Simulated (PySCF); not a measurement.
## Pb (lead, neutral) across methods

[Xe] 4f14 5d10 6s1 6p2 7s1, high-spin 5P determinant (an excited configuration). All numbers are calculated (PySCF 2.14, scalar relativity through the core potential, in aug-cc-pVQZ-PP with ECP60MDF (7s7p5d3f2g, 92 functions)).

```
method  E (hartree)  mean ε 6s α (eV)  mean ε 6p α (eV)  mean ε 7s α (eV)  Σ⟨r²⟩ (bohr²)   ⟨S²⟩
   PBE    -192.4378           -16.572            -7.118            -1.971          99.25  6.002
  MN15    -192.0260           -19.398            -8.764            -2.372          99.43  6.002
  PBE0    -192.4199           -18.165            -8.164            -2.310          99.95  6.003
 B97-3    -192.4478           -18.094            -8.053            -2.279          100.6  6.002
   M06    -192.4156           -17.473            -7.600            -2.189          100.4  6.001
   LDA    -192.1278           -16.819            -7.220            -2.069          98.27  6.001
r2SCAN    -192.5043           -17.282            -7.567            -1.974          100.1  6.005
```

Estimate the same row for UHF.

E (hartree) = -191.48361; mean ε 6s α (eV) = -22.082; mean ε 6p α (eV) = -10.802; mean ε 7s α (eV) = -3.040; Σ⟨r²⟩ (bohr²) = 103.2; ⟨S²⟩ = 6.006.

Energies and moments cover only the electrons outside the core potential. Spin-orbit coupling is strong in this species (close to jj coupling), so the high-spin LS determinant is a model state, not a physical level. The outer electron is Rydberg-like, and this basis confines it to a smaller radius and binds it less than a complete one would.
